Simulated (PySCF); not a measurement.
GeSe, SMILES [Ge]=[Se] (connectivity only; charge and spin as stated), neutral, multiplicity 1.

Coordinates come from a PBE0-D3(BJ)/def2-TZVP optimisation.

Level of theory: TDDFT-CAM-B3LYP/def2-TZVPD (PySCF).

Vertical excitations; the highest root listed may be one member of a degenerate set. The molecule is in vacuum. State labels are in the subgroup C2v.

Problem. Estimate the UV-visible absorptions. (The exact figures need the calculation; the answer reports its results.)

Solution. 
```csv
state,symmetry,energy (eV),λ (nm),f,main pairs
S1,A2,3.34,372,0.000,"HOMO→LUMO 50 %, HOMO−1→LUMO+1 50 %"
S2,A2,3.65,340,0.000,"HOMO−1→LUMO+1, HOMO→LUMO (degenerate set)"
S3,A1,3.65,340,0.000,"HOMO−1→LUMO, HOMO→LUMO+1 (degenerate set)"
S4,B2,3.83,324,0.010,HOMO−2→LUMO+1 (degenerate set)
S5,B1,3.83,324,0.010,HOMO−2→LUMO (degenerate set)
S6,A1,5.34,232,0.144,"HOMO−1→LUMO 43 %, HOMO→LUMO+1 43 %, HOMO−2→LUMO+2 8 %"
S7,B2,6.76,183,0.057,HOMO→LUMO+2 (degenerate set)
S8,B1,6.76,183,0.057,HOMO−1→LUMO+2 (degenerate set)
S9,B2,7.17,173,0.123,HOMO→LUMO+3 (degenerate set)
S10,B1,7.17,173,0.123,HOMO−1→LUMO+3 (degenerate set)
T1,A1,2.76,449,0,"HOMO−1→LUMO 49 %, HOMO→LUMO+1 49 %"
T2,B1,3.00,413,0,HOMO−2→LUMO (degenerate set)
T3,B2,3.00,413,0,HOMO−2→LUMO+1 (degenerate set)
T4,A2,3.02,411,0,"HOMO−1→LUMO+1 49 %, HOMO→LUMO 49 %"
```
Triplets are in the Tamm–Dancoff approximation, which puts them higher than full response would, so one can lie above its singlet here.
